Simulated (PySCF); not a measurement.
# Electron correlation in C (carbon, neutral)

[He] 2s1 2p3, high-spin 5S determinant (an excited configuration). All numbers are calculated (PySCF 2.14, no relativity, point nucleus, in aug-cc-pV5Z (7s6p5d4f3g2h, 127 functions)). Frozen: 1s2; 4 electrons correlated.

MP2 pair energies summed by pair of shells (mhartree):

| pair | energy | share (%) |
| --- | --- | --- |
| 2p-2p | -22.75 | 77.9 |
| 2s-2p | -6.47 | 22.1 |

Total MP2 correlation energy: -29.21 mhartree.

Same-spin part -29.21 and opposite-spin part 0.00 mhartree; SCS-MP2 scales them by 1/3 and 6/5 to -9.74 mhartree.
